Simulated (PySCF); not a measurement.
**Telling isomers of C5H6O2Si apart by NMR**

[PySCF 2.14: PBE0/pcSseg-1 with gauge-including orbitals; geometry: GFN2-xTB; averaged over atoms made equivalent by symmetry, fast rotation or ring inversion; relativity neglected; one conformer; gas phase]

δ = σ(ref) − σ, references computed at the same level: TMS for ¹H, ¹³C. Where no couplings were computed, multiplicities follow the n + 1 count of equivalent neighbours, and m marks all less simple cases (inequivalent or close neighbours, rings, F or P nearby). Shifts are as computed. Against solution values, carbons near 30 ppm lie about +3 ppm off and those near 130 ppm about +5 ppm. Of 1211 compounds with measured shifts, 218 miss one by over three times the rms of a fit or turn the order of signals round; such compounds aren't used in these exercises.

(1) Tabulate the signals of `C[SiH]1C(=O)C=CC1=O`, `C[SiH2]C#CC(=O)C=O`, `O=C1C=CC(=O)C1[SiH3]`, `O=COC1=C[SiH2]C=C1` and their relative energies.

(2) What is the quickest way to tell C[SiH2]C#CC(=O)C=O from O=COC1=C[SiH2]C=C1?

(3) What is the quickest way to tell C[SiH]1C(=O)C=CC1=O from O=C1C=CC(=O)C1[SiH3]?

(4) What is the quickest way to tell C[SiH]1C(=O)C=CC1=O from O=COC1=C[SiH2]C=C1?

## Answers

(1) 
```json
{"SMILES": "C[SiH]1C(=O)C=CC1=O", "carbon types": "2×C 2×CH 1×CH3", "δC": "244.8, 151.9, -10.1", "δH": "7.09 (s, 2H), 4.55 (m, 1H), 0.45 (d, 3H)", "E rel. (kcal/mol)": "6.7"}
{"SMILES": "C[SiH2]C#CC(=O)C=O", "carbon types": "3×C 1×CH 1×CH3", "δC": "195.2, 180.0, 118.3, 107.5, -5.0", "δH": "9.15 (s, 1H), 4.61 (q, 2H), 0.52 (t, 3H)", "E rel. (kcal/mol)": "37.5"}
{"SMILES": "O=C1C=CC(=O)C1[SiH3]", "carbon types": "2×C 3×CH", "δC": "208.3, 153.8, 47.3", "δH": "7.17 (s, 2H), 3.96 (d, 3H), 2.84 (m, 1H)", "E rel. (kcal/mol)": "0.0"}
{"SMILES": "O=COC1=C[SiH2]C=C1", "carbon types": "1×C 4×CH", "δC": "167.7, 163.3, 155.0, 136.2, 111.2", "δH": "8.33 (s, 1H), 7.05 (d, 1H), 6.83 (t, 1H), 6.40 (m, 1H), 4.76 (m, 2H)", "E rel. (kcal/mol)": "9.8"}
```

Energies are electronic energies at PBE0/pcSseg-1 on these geometries, without zero-point or thermal terms, each for the one conformer computed, which needn't be the lowest.

(2) Both give the same number of carbon signals, but DEPT or the intensities differ. The first has an alkyne carbon (C) at 107.5 ppm, the second a β carbon of an enol-ether or enamine type C=C (CH) at 111.2 ppm. Their most deshielded carbons lie at 195.2 and 167.7 ppm. In the proton spectra the most deshielded non-exchanging signals are 9.15 (s, 1H) and 8.33 (s, 1H).

(3) Both give the same number of carbon signals, but DEPT or the intensities differ. The first has a methyl carbon bonded to Si (CH3) at -10.1 ppm, the second an sp3 CH bonded to Si, α to a carbonyl at 47.3 ppm. Their most deshielded carbons lie at 244.8 and 208.3 ppm.

(4) Count the carbon signals: 3 against 5. The first has a carbonyl carbon (C) at 244.8 ppm, the second an alkene carbon bearing oxygen (C) at 167.7 ppm. In the proton spectra the most deshielded non-exchanging signals are 7.09 (s, 2H) and 8.33 (s, 1H).
